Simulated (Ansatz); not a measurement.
Molecule: bromo(dichloro)borane, sum formula BBrCl2 (charge 0, singlet). 
Geometry from a B3LYP-D3(BJ)/def2-TZVP (Ansatz, an electronic-structure program) optimisation:
SMILES: ClB(Cl)Br
```xyz
4

B     -0.5043     0.0325     0.0028
Cl    -1.4687    -1.4185     0.0298
Cl    -1.2747     1.5953    -0.0144
Br     1.4046    -0.0905    -0.0079
```

Wanted: vertical ionisation energy (to the doublet state of charge +1; each state is the SCF solution reached for its spin), in eV. Correlated levels leave the core frozen unless marked. UHF or UKS for open shells. Spin-orbit coupling is left out. Frozen are the shells of the preceding noble gas and the d and f shells that filled before the atom's block. Non-relativistic. CBS marks a two-point X^-3 extrapolation of the correlation energy; Hartree-Fock from the larger set. The bracket is a focal-point correction in the basis named.

RI-MP2/CBS(def2-TZVPPD,def2-QZVPPD)+[CCSD(T)-MP2]/def2-TZVPPD (Ansatz) gives 11.28 eV.

Another calculation gave 10.79 eV. Which level was it?
A) B3LYP/def2-TZVPD (Ansatz)
B) r2SCAN/def2-TZVPD (Ansatz)
C) BHLYP/def2-TZVPD (Ansatz)
D) wB97X-V/def2-TZVPD (Ansatz)

A, B3LYP/def2-TZVPD (Ansatz). The others give 11.20 (wB97X-V), 10.67 (r2SCAN), 11.07 (BHLYP) eV.
